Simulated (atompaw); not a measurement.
**What one change does to a pseudopotential (Si (Z = 14), PAW (atompaw))**

atompaw 4.2.0.5 input, output lines left out:

```
Si 14
LDA-PW scalarrelativistic loggrid 1500 logderivrange -3 5 201
3 3 0 0 0 0
3 1 2
0 0 0
c
c
v
c
v
2
1.95 1.60 1.80 1.35
y
0.25
n
y
0.3
n
y
0.35
y
2.15
n
custom rrkj gramschmidtortho sinc
bessel
1.95
1.95
1.95
1.95
1.95
1.90
```

All-electron outer shells of the reference configuration (LDA (PW92), scalar-relativistic, ld1.x):

```
shell  level (eV)  outermost node (bohr)  outermost maximum (bohr)
   2s     -138.74                   0.15                      0.45
   2p      -95.61                      –                      0.39
   3s      -10.88                   0.72                      1.77
   3p       -4.16                   0.72                      2.14
```

Change: wave 3p channel at 0.3 Ry: rc 1.95 bohr becomes 3p channel at 0.3 Ry: rc 1.30 bohr.

Cutoffs: the cutoffs (Ry, on a coarse ladder) from which the occupation-weighted sum of valence levels, in a spherical-Bessel basis at the reference potential, stays within 10 and 1 mRy of its value at 400 Ry; they do not see the model core or the augmentation charge, which bear on the density cutoff.

Problem. What does the change do?

Solution. The potential gets softer (8 Ry and 15 Ry → 6 Ry and 12 Ry); the range in which the p phases agree narrows (upper end at the end of the scan → 1.4); neither file shows a bound ghost.

```tsv
quantity	base	changed
cutoff, loose	8 Ry	6 Ry
cutoff, tight	15 Ry	12 Ry
bound ghosts	none	none
s: phases at 1.96 bohr within 0.05 rad from the reference energy up to (Ry; the scan ends near 5)	to the end of the scan	to the end of the scan
p: phases at 1.96 bohr within 0.05 rad from the reference energy up to (Ry; the scan ends near 5)	to the end of the scan	1.4
d: phases at 1.96 bohr within 0.05 rad from the reference energy up to (Ry; the scan ends near 5)	to the end of the scan	to the end of the scan
lowest overlap eigenvalue by channel	s 0.45, p 0.80, d 0.92	s 0.45, p 0.17, d 0.92
```

 The cutoffs see the waves, projectors and local potential, not the compensation charge or the core.
